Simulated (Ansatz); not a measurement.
Computed with Ansatz on PBE0-D4/def2-TZVP structures; ΔE is electronic, products minus reactants. CCSD(T)/CBS adds triple-zeta CCSD(T) − MP2 to the extrapolated MP2 energy (def2 sets, frozen cores). This one scheme is used for every species. DFT in def2-TZVPP. HSE06 is defined as in plane-wave codes. Each species was taken in one conformer, which may not be the lowest.

Reaction (ligand exchange at a B–O bond): `CCBO` + `[SiH3]S` → `CCBS[SiH3]` + H₂O

```csv
level,ΔE (kJ/mol)
r2SCAN-D4,49.1
HSE06-D4,44.9
BHLYP-D4,55.0
PBE,50.0
r2SCAN0,51.1
RPA@PBE/def2-TZVPP,52.2
CCSD/def2-SVP,69.0
HF/def2-QZVPP,68.8
```

What does CCSD(T)/CBS give? (Estimate.)

Computed: +44.8 kJ/mol. The listed levels differ from it by 4.3, 0.1, 10.2, 5.2, 6.3, 7.4, 24.2, 24.0 kJ/mol.

What do rigid-rotor, harmonic-oscillator terms from PBE0-D4/def2-TZVP frequencies (298.15 K, 1 bar) make of the CCSD(T)/CBS value? (Best estimate.)

Computed: ΔZPE = -1.0 kJ/mol, ΔH = +47.7 kJ/mol, ΔS = -9 J/(mol·K), ΔG = +50.3 kJ/mol. Modes under 50 cm⁻¹ make the entropy rough.

Largest T1 diagnostic among the species: 0.012.

At CCSD(T), def2-SVP lies +22.0 kJ/mol from the extrapolated value and def2-TZVPP +4.7 kJ/mol. In def2-TZVPP, CCSD(T) changes the Hartree–Fock value by −19.0 kJ/mol (the triples alone add −3.9 kJ/mol) and MP2 by −25.1 kJ/mol.
